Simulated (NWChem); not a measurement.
C3HF3; SMILES C#CC(F)(F)F

Program: NWChem. The geometry was optimised at PBE0/def2-SVP.

Diagonal of the polarisability tensor at PBE/Sadlej pVTZ, static: 32.59, 32.59, 53.77 bohr³.

Task: Find the mean polarisability volume, the molar refraction, and the refractive index that an ideal gas of it would have at 273.15 K and 1 atm.

Result: 
1. Mean: one third of the trace = 39.65 bohr³ × 0.14818 Å³/bohr³ = 5.88 Å³.
2. Molar refraction (Lorentz-Lorenz): (4π/3) N_A α = 14.8 cm³/mol.
3. Number density p/kT = 2.687 × 10⁻⁵ Å⁻³; n − 1 = 2π N α = 9.92 × 10⁻⁴.
4. These hold the electronic response alone: vibrational and orientational terms add to the static dielectric constant.
